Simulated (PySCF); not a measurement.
**Adding and removing an electron: AlTl**

r²SCAN; PySCF, scalar-relativistic core potentials, basis sets Al def2-SVPD, Tl def2-SVPD with ECP60. Neutral (UKS): triplet (σ ↑, π ↑), Re = 2.931 Å, ωe = 178 cm⁻¹, De = 1.45 eV, HOMO -3.75 eV, LUMO -3.21 eV.

AlTl⁺ (UKS): doublet (σ ↑), Re = 3.492 Å, ωe = 100 cm⁻¹. The energies at the minima are -414.87568 hartree for AlTl and -414.66528 for AlTl⁺.

Q: Work out the adiabatic ionisation energy, without and with harmonic zero-point energies (1 hartree = 27.2114 eV, 1 eV = 8065.5 cm⁻¹), and the change of the bond length.

A: At r²SCAN: 0.21040 hartree = 5.725 eV between the minima; the zero-point term (100.0 − 178.0)/2 cm⁻¹ = -0.005 eV makes it 5.720 eV. Re changes by +56.1 pm against the neutral. The electron leaves a π orbital, and the ion is left as a loose complex of an ion and an atom.

AlTl⁻ (UKS): quartet (σ ↑, π ↑↑), Re = 2.718 Å, ωe = 223 cm⁻¹. The energies at the minima are -414.87568 hartree for AlTl and -414.92477 for AlTl⁻.

Q: Work out the adiabatic electron affinity, without and with harmonic zero-point energies (1 hartree = 27.2114 eV, 1 eV = 8065.5 cm⁻¹), and the change of the bond length.

A: At r²SCAN: 0.04909 hartree = 1.336 eV between the minima; the zero-point term (178.0 − 223.0)/2 cm⁻¹ = -0.003 eV makes it 1.333 eV. Re changes by -21.3 pm against the neutral. The electron enters a π orbital, and the shorter bond of the ion fits a bonding orbital, or a change in how ionic the bond is.

These are scalar-relativistic numbers at best; spin–orbit coupling would shift them, the dissociation energy most. The highest Kohn–Sham level is positive in this anion. Much of that is self-interaction error, but it also means that the finite basis helps to hold the extra electron. States were picked by a PBE0 search and need not be the measured ground states.
